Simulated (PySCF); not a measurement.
InI3, SMILES [In]([I])([I])[I]. Heavy atoms are numbered as in [In:1]([I:2])([I:3])[I:4].

Coordinates come from a PBE0-D3(BJ)/def2-SVP optimisation. The isomer is the one that the SMILES or the coordinates give; other isomers of the formula were not compared. The def2 effective core potentials stand for the cores of I, In; spin–orbit coupling is left out.

These are PySCF with CAM-B3LYP/def2-TZVP values and carry that method's errors.

ESP charges are fitted to the potential on shells at 1.4 to 2.0 van der Waals radii. Atomic charges (e), one atom of each kind:

```csv
atom,Löwdin,ESP fit,Mulliken
In1,…,0.36,0.64
I2,…,-0.12,-0.21
```

Question: Fill in the missing entries. (The exact figures need the calculation; the answer reports its results.)

Answer: 
- In1, Löwdin: -0.56
- I2, Löwdin: 0.19
